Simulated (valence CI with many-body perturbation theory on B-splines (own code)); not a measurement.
## From CI to CI+MBPT in Ba²²⁺

Computed by relativistic CI+MBPT: six valence electrons over a frozen Dirac-Fock core [Ar] 3d10, radial functions for each j: 9 s, 9 p, 8 d, 6 f, 3 g, 1 h, with the one-electron correlation potential Σ1, the two-electron term Σ2, the three-electron term Σ3, Breit, model QED; selected CI, second order for the rest, scaled by the run's own slope (own B-spline code, finite nucleus).

No measured spectrum was set against this ion. As an estimate, levels hold to about 250 cm⁻¹ or 0.2 % of their energy and the worst to 1 %, as in measured heavy ions of charge 2 to 7; those with d or f electrons hold less well. Among the levels kept, up to 940 cm⁻¹ of a level comes from second order outside the variational space, and about a tenth of that is noise between levels of different J, which matters for small intervals.

Each rung adds one term. CI alone is the Dirac-Coulomb CI over the frozen core; QED comes last and gives the full result, which names the levels. Energies are above (4s^2 4p1/2^2 4p3/2^2) J=2 on the same rung, in cm⁻¹.

Levels are named by their leading jj configuration (3d3/2^4 stands for four electrons in 3d with j = 3/2), which in mixed levels can hold well under half, so a name can repeat and another be missing.

```
                         Level  CI alone
    (4s^2 4p1/2^2 4p3/2^2) J=0     43307
      (4s^2 4p1/2 4p3/2^3) J=1    150156
      (4s^2 4p1/2 4p3/2^3) J=2    175310
            (4s^2 4p3/2^4) J=0    346218
      (4s 4p1/2^2 4p3/2^3) J=2    598961
      (4s 4p1/2^2 4p3/2^3) J=1    646305
(4s^2 4p1/2^2 4p3/2 4d3/2) J=2    730119
(4s^2 4p1/2^2 4p3/2 4d3/2) J=0    733053
(4s^2 4p1/2^2 4p3/2 4d3/2) J=3    739777
(4s^2 4p1/2^2 4p3/2 4d3/2) J=1    755309
        (4s 4p1/2 4p3/2^4) J=0    758139
(4s^2 4p1/2^2 4p3/2 4d5/2) J=4    766554
(4s^2 4p1/2^2 4p3/2 4d5/2) J=2    790126
        (4s 4p1/2 4p3/2^4) J=1    799495
(4s^2 4p1/2^2 4p3/2 4d5/2) J=3    824363
(4s^2 4p1/2^2 4p3/2 4d5/2) J=1    849455
```

(1) What do these energies become with core correlation, Breit and QED?

(2) How does the ionisation energy move along the ladder, and which term matters most?

## Answers

(1) (4s^2 4p1/2^2 4p3/2^2) J=0 42550 (-757); (4s^2 4p1/2 4p3/2^3) J=1 150262 (+106); (4s^2 4p1/2 4p3/2^3) J=2 174757 (-553); (4s^2 4p3/2^4) J=0 345349 (-869); (4s 4p1/2^2 4p3/2^3) J=2 598426 (-535); (4s 4p1/2^2 4p3/2^3) J=1 644754 (-1551); (4s^2 4p1/2^2 4p3/2 4d3/2) J=2 728266 (-1853); (4s^2 4p1/2^2 4p3/2 4d3/2) J=0 731912 (-1141); (4s^2 4p1/2^2 4p3/2 4d3/2) J=3 737754 (-2023); (4s^2 4p1/2^2 4p3/2 4d3/2) J=1 752599 (-2710); (4s 4p1/2 4p3/2^4) J=0 757221 (-917); (4s^2 4p1/2^2 4p3/2 4d5/2) J=4 764011 (-2543); (4s^2 4p1/2^2 4p3/2 4d5/2) J=2 786837 (-3289); (4s 4p1/2 4p3/2^4) J=1 796986 (-2509); (4s^2 4p1/2^2 4p3/2 4d5/2) J=3 820457 (-3906); (4s^2 4p1/2^2 4p3/2 4d5/2) J=1 845944 (-3511).

(2) CI alone 717.66, + Σ1 718.91, + Σ2 719.07, + Σ3 718.75, + Breit 718.38, + QED 718.37 eV. The largest step is Σ1, 1.25 eV. NIST lists 717 ± 4 eV (theoretical).
